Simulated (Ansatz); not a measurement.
A short molecular-dynamics run on `CC[O][Zr]([OH])([Cl])[O]C`.

```yaml
crystal:
  periodic: [false, false, false]
  atoms:
    - {symbol: C, position_ang: [2.545307, 1.166888, 0.838094]}
    - {symbol: C, position_ang: [1.113777, 1.404700, 1.263875]}
    - {symbol: O, position_ang: [0.212357, 0.985252, 0.284950]}
    - {symbol: Zr, position_ang: [-0.860383, 0.262446, -1.113687]}
    - {symbol: O, position_ang: [0.252693, -0.288522, -2.574901]}
    - {symbol: Cl, position_ang: [-2.401794, 1.934953, -1.843341]}
    - {symbol: O, position_ang: [-1.840740, -1.225170, -0.437640]}
    - {symbol: C, position_ang: [-2.472730, -2.326978, 0.124559]}
    - {symbol: H, position_ang: [3.234620, 1.507339, 1.614817]}
    - {symbol: H, position_ang: [2.724092, 0.103518, 0.662151]}
    - {symbol: H, position_ang: [2.768258, 1.710277, -0.082797]}
    - {symbol: H, position_ang: [0.947236, 2.471313, 1.456581]}
    - {symbol: H, position_ang: [0.900299, 0.868816, 2.197029]}
    - {symbol: H, position_ang: [0.823154, -0.684334, -3.225816]}
    - {symbol: H, position_ang: [-2.182577, -2.445283, 1.173786]}
    - {symbol: H, position_ang: [-3.559381, -2.204287, 0.077770]}
    - {symbol: H, position_ang: [-2.204179, -3.240929, -0.415449]}
basis:
  gaussian: {orbitals: def2-SVP}
hamiltonian: {xc: {name: revPBE}, dispersion: d3bjatm}
md: {timestep: 0.5 fs, n_steps: 50, ensemble: nve, temperature: 1500, initial_velocities: maxwell_boltzmann, seed: 988}
```

```sh
$ ansatz run in.yaml --threads 2 --pin off --events-out ev --progress --plain --max-ram 22528MiB --backend cuda --devices 0, --max-vram 18GiB
```

```csv
step,time (fs),potential energy (eV),kinetic (eV),T (K),conserved (eV)
0,0.0,-23194.9853,2.9083,1500,-23192.0769
1,0.5,-23194.9803,2.9036,1498,-23192.0767
2,1.0,-23194.8299,2.7556,1421,-23192.0743
3,1.5,-23194.5681,2.4971,1288,-23192.0710
4,2.0,-23194.2447,2.1770,1123,-23192.0677
5,2.5,-23193.9104,1.8453,952,-23192.0651
6,3.0,-23193.6068,1.5435,796,-23192.0633
7,3.5,-23193.3630,1.3006,671,-23192.0623
8,4.0,-23193.1939,1.1317,584,-23192.0622
9,4.5,-23193.1016,1.0388,536,-23192.0628
10,5.0,-23193.0771,1.0133,523,-23192.0639
11,5.5,-23193.1045,1.0394,536,-23192.0651
12,6.0,-23193.1653,1.0990,567,-23192.0663
13,6.5,-23193.2410,1.1733,605,-23192.0677
14,7.0,-23193.3124,1.2431,641,-23192.0693
15,7.5,-23193.3578,1.2871,664,-23192.0707
16,8.0,-23193.3609,1.2903,666,-23192.0706
17,8.5,-23193.3284,1.2603,650,-23192.0681
18,9.0,-23193.3011,1.2369,638,-23192.0642
19,9.5,-23193.3404,1.2792,660,-23192.0612
20,10.0,-23193.4908,1.4292,737,-23192.0615
21,10.5,-23193.7460,1.6807,867,-23192.0653
22,11.0,-23194.0481,1.9778,1020,-23192.0703
23,11.5,-23194.3189,2.2449,1158,-23192.0740
24,12.0,-23194.4973,2.4219,1249,-23192.0754
25,12.5,-23194.5561,2.4812,1280,-23192.0749
26,13.0,-23194.4989,2.4257,1251,-23192.0732
27,13.5,-23194.3486,2.2776,1175,-23192.0710
28,14.0,-23194.1383,2.0698,1068,-23192.0685
29,14.5,-23193.9077,1.8419,950,-23192.0658
30,15.0,-23193.6999,1.6366,844,-23192.0633
31,15.5,-23193.5536,1.4917,769,-23192.0619
32,16.0,-23193.4905,1.4284,737,-23192.0621
33,16.5,-23193.5078,1.4441,745,-23192.0637
34,17.0,-23193.5809,1.5150,781,-23192.0659
35,17.5,-23193.6747,1.6063,828,-23192.0683
36,18.0,-23193.7513,1.6806,867,-23192.0706
37,18.5,-23193.7760,1.7035,879,-23192.0725
38,19.0,-23193.7234,1.6501,851,-23192.0732
39,19.5,-23193.5885,1.5168,782,-23192.0717
40,20.0,-23193.4013,1.3337,688,-23192.0676
41,20.5,-23193.2300,1.1678,602,-23192.0623
42,21.0,-23193.1591,1.1004,568,-23192.0587
43,21.5,-23193.2423,1.1825,610,-23192.0598
44,22.0,-23193.4626,1.3973,721,-23192.0653
45,22.5,-23193.7375,1.6659,859,-23192.0716
46,23.0,-23193.9692,1.8939,977,-23192.0753
47,23.5,-23194.0960,2.0204,1042,-23192.0755
48,24.0,-23194.1080,2.0345,1049,-23192.0735
49,24.5,-23194.0303,1.9593,1011,-23192.0711
50,25.0,-23193.8973,1.8283,943,-23192.0690
```

Velocities are drawn at the set temperature; a run this short doesn't reach equilibrium.

Frames (Å, forces in eV/Å):

```xyz
17
time=0.0 fs
C     2.545    1.167    0.838   -0.049    0.046    0.097
C     1.114    1.405    1.264    0.030   -0.090   -0.187
O     0.212    0.985    0.285   -0.024    0.089    0.134
Zr   -0.860    0.262   -1.114   -0.139    0.211   -0.270
O     0.253   -0.289   -2.575   -0.138    0.138    0.119
Cl   -2.402    1.935   -1.843   -0.224    0.245   -0.101
O    -1.841   -1.225   -0.438   -0.094   -0.096    0.034
C    -2.473   -2.327    0.125    0.132    0.213   -0.114
H     3.235    1.507    1.615    0.381    0.165    0.377
H     2.724    0.104    0.662    0.104   -0.543   -0.096
H     2.768    1.710   -0.083    0.125    0.273   -0.475
H     0.947    2.471    1.457   -0.077    0.573    0.148
H     0.900    0.869    2.197   -0.098   -0.252    0.533
H     0.823   -0.684   -3.226    0.460   -0.311   -0.534
H    -2.183   -2.445    1.174    0.123   -0.121    0.601
H    -3.559   -2.204    0.078   -0.623    0.015    0.001
H    -2.204   -3.241   -0.415    0.112   -0.554   -0.266
17
time=2.5 fs
C     2.538    1.187    0.823    1.035   -3.708    2.188
C     1.121    1.386    1.228   -0.798    3.033    4.431
O     0.236    1.007    0.318   -1.869   -0.743   -2.321
Zr   -0.861    0.262   -1.118    0.237    1.445    0.998
O     0.228   -0.285   -2.546    2.181   -1.357   -2.848
Cl   -2.394    1.925   -1.847   -0.319    0.334   -0.170
O    -1.832   -1.193   -0.438   -1.423   -1.748    1.012
C    -2.467   -2.347    0.123   -0.562   -0.253   -1.454
H     3.239    1.333    1.771   -0.820    0.482   -2.098
H     2.615   -0.025    0.690    0.126    2.388   -0.250
H     2.650    1.692   -0.137    0.981    0.333   -0.237
H     0.934    2.565    1.561    0.447   -1.924   -0.960
H     0.817    0.914    2.246    0.820    0.072   -0.853
H     0.807   -0.679   -3.283   -1.253    0.850    1.594
H    -2.139   -2.480    1.177    0.223   -0.318   -0.185
H    -3.627   -2.247    0.173    1.395    0.095   -0.306
H    -2.214   -3.244   -0.597   -0.401    1.018    1.458
17
time=5.0 fs
C     2.535    1.189    0.818    0.593   -4.004    1.428
C     1.125    1.382    1.214   -0.204    3.943    6.491
O     0.254    1.026    0.342   -3.611   -1.448   -4.364
Zr   -0.862    0.262   -1.121    0.411    2.346    2.054
O     0.210   -0.285   -2.527    1.420   -0.791   -1.967
Cl   -2.388    1.915   -1.851   -0.422    0.438   -0.242
O    -1.828   -1.167   -0.434   -2.151   -2.746    1.547
C    -2.463   -2.368    0.114   -0.168    0.255   -1.179
H     3.202    1.189    1.813   -0.535    1.146   -2.397
H     2.514   -0.026    0.702    0.496    2.207   -0.588
H     2.588    1.691   -0.200    1.261   -0.216    1.023
H     0.944    2.556    1.612    0.460   -1.668   -1.284
H     0.779    0.960    2.252    1.156   -0.245   -0.836
H     0.731   -0.633   -3.262    0.045   -0.028   -0.033
H    -2.083   -2.533    1.170    0.124   -0.306   -0.909
H    -3.621   -2.284    0.250    1.467    0.281   -0.545
H    -2.244   -3.196   -0.698   -0.341    0.837    1.798
17
time=7.5 fs
C     2.534    1.173    0.820   -1.030   -1.448   -0.770
C     1.127    1.396    1.230    0.654    2.807    4.586
O     0.257    1.040    0.351   -4.005   -1.602   -4.702
Zr   -0.863    0.263   -1.123    0.384    2.715    2.961
O     0.198   -0.288   -2.515    0.444   -0.139   -0.408
Cl   -2.382    1.906   -1.855   -0.548    0.570   -0.325
O    -1.832   -1.151   -0.425   -2.284   -2.980    1.635
C    -2.460   -2.386    0.100    1.268    1.877    0.068
H     3.140    1.111    1.724    1.292    1.362   -0.049
H     2.442    0.092    0.678    0.533   -0.837   -1.024
H     2.600    1.680   -0.206    1.190   -0.240    1.363
H     0.981    2.456    1.590    0.080    0.551   -0.731
H     0.806    0.989    2.214    0.728   -1.014    0.530
H     0.661   -0.591   -3.252    1.426   -0.923   -2.173
H    -2.019   -2.605    1.113    0.174   -0.282   -0.724
H    -3.538   -2.303    0.297   -0.446    0.537   -0.304
H    -2.293   -3.105   -0.701    0.137   -0.955    0.067
17
time=10.0 fs
C     2.529    1.149    0.818   -1.987    0.934   -1.176
C     1.133    1.423    1.268    0.749   -1.336    0.538
O     0.247    1.048    0.342   -2.623   -0.975   -2.876
Zr   -0.863    0.266   -1.124    0.087    2.453    3.433
O     0.188   -0.293   -2.506    2.660   -1.555   -4.053
Cl   -2.377    1.898   -1.860   -0.665    0.701   -0.400
O    -1.844   -1.146   -0.410   -1.907   -2.681    1.413
C    -2.451   -2.396    0.086    2.054    2.849    0.487
H     3.156    1.111    1.634    2.612    0.870    1.954
H     2.399    0.156    0.593    0.240   -3.467   -1.209
H     2.682    1.658   -0.139    0.887    0.557    0.095
H     1.020    2.401    1.529   -0.518    4.147    0.568
H     0.876    0.960    2.206    0.134   -1.136    1.324
H     0.654   -0.589   -3.336   -0.583    0.375    1.181
H    -1.944   -2.693    1.016    0.345   -0.272    0.078
H    -3.479   -2.291    0.327   -1.743    0.570    0.181
H    -2.336   -3.069   -0.702    0.258   -2.035   -1.538
17
time=12.5 fs
C     2.515    1.128    0.812    0.725   -2.272    0.934
C     1.142    1.447    1.311   -0.550    0.243    0.004
O     0.226    1.052    0.323   -0.767   -0.079   -0.366
Zr   -0.863    0.271   -1.122   -0.231    1.591    3.107
O     0.188   -0.303   -2.511    2.424   -1.422   -3.867
Cl   -2.373    1.891   -1.865   -0.728    0.783   -0.438
O    -1.863   -1.151   -0.389   -1.120   -1.942    0.920
C    -2.432   -2.393    0.073    0.304    0.682   -1.185
H     3.301    1.162    1.632   -0.442    0.025   -0.707
H     2.376    0.055    0.447    0.708    0.596    0.412
H     2.816    1.668   -0.066    0.323    0.948   -0.789
H     1.035    2.544    1.492   -0.171   -0.086    0.244
H     0.957    0.873    2.264   -0.075    0.382   -0.223
H     0.625   -0.573   -3.368   -0.570    0.360    1.302
H    -1.851   -2.796    0.920    0.045    0.021    0.260
H    -3.505   -2.249    0.364    0.332   -0.028   -0.051
H    -2.366   -3.136   -0.774   -0.208    0.198    0.443
17
time=15.0 fs
C     2.505    1.097    0.809    3.226   -1.308   -0.484
C     1.149    1.471    1.354   -0.821    0.818   -0.920
O     0.203    1.056    0.302    0.553    0.618    1.511
Zr   -0.864    0.277   -1.118   -0.375    0.433    2.253
O     0.196   -0.318   -2.529    0.149   -0.070    0.452
Cl   -2.370    1.886   -1.871   -0.752    0.823   -0.446
O    -1.887   -1.163   -0.365   -0.075   -0.660    0.156
C    -2.412   -2.386    0.056   -0.738   -1.275   -0.937
H     3.429    1.214    1.601   -2.107   -0.789   -1.226
H     2.392   -0.026    0.322    0.652    2.294    1.429
H     2.964    1.726   -0.027   -1.069   -0.265    0.378
H     1.038    2.695    1.472    0.095   -2.834    0.287
H     1.032    0.805    2.313   -0.471    1.429   -1.092
H     0.571   -0.542   -3.343    1.152   -0.676   -2.251
H    -1.757   -2.897    0.837   -0.669    0.629   -0.139
H    -3.517   -2.208    0.398    1.516   -0.593   -0.215
H    -2.406   -3.197   -0.827   -0.265    1.426    1.244
17
time=17.5 fs
C     2.510    1.060    0.803    3.152    1.183   -1.104
C     1.152    1.499    1.391   -0.071   -0.137   -2.718
O     0.181    1.062    0.287    1.214    1.006    2.497
Zr   -0.864    0.284   -1.112   -0.428   -0.687    1.392
O     0.205   -0.334   -2.548    0.607   -0.339   -0.880
Cl   -2.368    1.882   -1.878   -0.780    0.862   -0.450
O    -1.911   -1.177   -0.341    1.101    1.190   -0.779
C    -2.395   -2.386    0.033   -0.666   -2.251    0.054
H     3.441    1.221    1.504   -1.613   -1.157   -0.094
H     2.445    0.018    0.276    0.259    1.376    1.211
H     3.052    1.772    0.028   -1.837   -0.822    0.405
H     1.046    2.691    1.470    0.091   -2.451    0.442
H     1.079    0.817    2.304   -0.888    1.145   -0.440
H     0.568   -0.540   -3.417    0.137   -0.068   -0.108
H    -1.700   -2.961    0.748   -0.792    0.819    0.000
H    -3.448   -2.200    0.423    0.679   -0.740    0.165
H    -2.462   -3.181   -0.813   -0.164    1.072    0.407
17
time=20.0 fs
C     2.529    1.029    0.793   -0.428    4.874   -0.111
C     1.154    1.524    1.415    0.987   -4.055   -5.084
O     0.164    1.072    0.281    1.529    1.237    2.894
Zr   -0.865    0.289   -1.106   -0.340   -1.588    0.624
O     0.217   -0.351   -2.570    0.959   -0.486   -2.269
Cl   -2.368    1.879   -1.886   -0.787    0.875   -0.444
O    -1.931   -1.187   -0.319    1.965    2.878   -1.505
C    -2.381   -2.395    0.012    0.070   -1.560    1.174
H     3.370    1.163    1.410    1.380   -0.806    2.501
H     2.513    0.127    0.292   -0.305   -2.710   -0.991
H     3.036    1.774    0.101   -1.377   -0.165   -0.629
H     1.057    2.562    1.493   -0.244    2.167    0.556
H     1.073    0.891    2.274   -1.098   -0.290    1.241
H     0.577   -0.544   -3.502   -0.747    0.412    2.072
H    -1.686   -2.981    0.662   -0.075    0.275    0.575
H    -3.345   -2.234    0.460   -1.218   -0.490    1.022
H    -2.528   -3.107   -0.781   -0.271   -0.568   -1.628
17
time=22.5 fs
C     2.547    1.020    0.783   -1.630    2.668    1.216
C     1.162    1.531    1.414    0.784   -5.084   -4.631
O     0.153    1.087    0.285    1.684    1.333    2.874
Zr   -0.866    0.294   -1.099   -0.018   -2.084   -0.065
O     0.232   -0.369   -2.599   -0.538    0.357    1.060
Cl   -2.369    1.878   -1.894   -0.734    0.822   -0.410
O    -1.943   -1.187   -0.303    1.978    3.174   -1.522
C    -2.368   -2.413   -0.005   -1.163   -1.051    1.046
H     3.365    1.055    1.450    1.186   -0.478    2.036
H     2.565    0.102    0.264   -0.584   -1.738   -0.655
H     2.942    1.771    0.137   -0.037    1.103   -1.634
H     1.056    2.547    1.550   -0.167    2.950    0.274
H     1.004    0.954    2.308   -0.800   -0.505    0.886
H     0.551   -0.529   -3.487    0.217   -0.098   -0.484
H    -1.677   -2.985    0.608    0.720   -0.441    0.717
H    -3.301   -2.299    0.551   -0.733   -0.372    0.628
H    -2.610   -3.058   -0.835   -0.165   -0.555   -1.336
17
time=25.0 fs
C     2.559    1.025    0.778    0.705   -0.864    1.568
C     1.172    1.513    1.392   -1.094   -0.900   -1.100
O     0.148    1.106    0.301    1.694    1.195    2.438
Zr   -0.867    0.298   -1.092    0.439   -2.109   -0.547
O     0.245   -0.387   -2.624   -1.403    0.802    3.134
Cl   -2.372    1.879   -1.904   -0.639    0.719   -0.353
O    -1.949   -1.175   -0.293    1.312    1.947   -0.964
C    -2.360   -2.437   -0.016   -2.383   -1.367    0.441
H     3.419    0.923    1.597   -1.553    0.379   -1.278
H     2.582   -0.016    0.201   -0.625    1.867    1.140
H     2.841    1.821    0.086    0.464    0.140   -0.531
H     1.047    2.678    1.617    0.498   -2.008   -0.792
H     0.891    0.992    2.385    0.197    0.321   -1.270
H     0.536   -0.518   -3.499    0.669   -0.291   -1.947
H    -1.630   -3.011    0.591    0.317   -0.243   -0.207
H    -3.297   -2.386    0.675    0.807   -0.178   -0.785
H    -2.698   -3.038   -0.958    0.595    0.589    1.054
```

Hardware: 2 threads of an AMD EPYC 7R13 on a shared host and a share of an NVIDIA H100 80 GB. Wall time 2.3 min, peak host memory 1 GiB.
